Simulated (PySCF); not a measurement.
HfH4, SMILES [HfH4], multiplicity 1.

Geometry: B3LYP-D3(BJ)/def2-TZVPD. The spin state was assumed, not searched. The def2 effective core potentials stand for the cores of Hf; spin–orbit coupling is left out.

Computed with B3LYP-D3(BJ)/def2-TZVPD (PySCF).

Frequencies are harmonic and unscaled.

Modes within 1.5 cm⁻¹ of each other (mostly degenerate sets) share a row, with their intensities summed.

Computed normal modes with their intensities:
```
mode  ν (cm⁻¹)  IR (km/mol)  Raman (Å⁴/amu)  depolarisation  moving atoms (share of kinetic energy)
----  --------  -----------  --------------  --------------  --------------------------------------
1–3        556        528.1             7.1            0.75                                  H 99 %
4–5        683          0.0           104.6            0.75                                 H 100 %
6–8       1704       1525.0           158.0            0.75                                  H 99 %
9         1772          0.0           379.5            0.00                                 H 100 %
```
